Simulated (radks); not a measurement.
The numbers below are computed, except where a source is named.
Problem. Ionisation of He, [He], to He+, 1s1, under several functionals. Scalar-relativistic Kohn-Sham, spin-polarised, spherical densities, finite nucleus; open shells are filled with parallel spins first; a radial shooting solver on a logarithmic mesh with Libxc functionals. The NIST Atomic Spectra Database gives 24.587 eV (measured). Rank these functionals by the error of their Delta-SCF ionisation energy: PBE; PW91; Wu-Cohen GGA; BP86; revPBE; MS2 meta-GGA; TASK exchange with Perdew-Wang LDA correlation; PBEsol.

Solution. From best to worst: PW91 24.579 eV (-0.009); revPBE 24.629 eV (+0.042); MS2 meta-GGA 24.648 eV (+0.061); PBE 24.468 eV (-0.119); BP86 24.861 eV (+0.273); Wu-Cohen GGA 24.216 eV (-0.371); PBEsol 24.169 eV (-0.419); TASK exchange with Perdew-Wang LDA correlation 25.847 eV (+1.259).
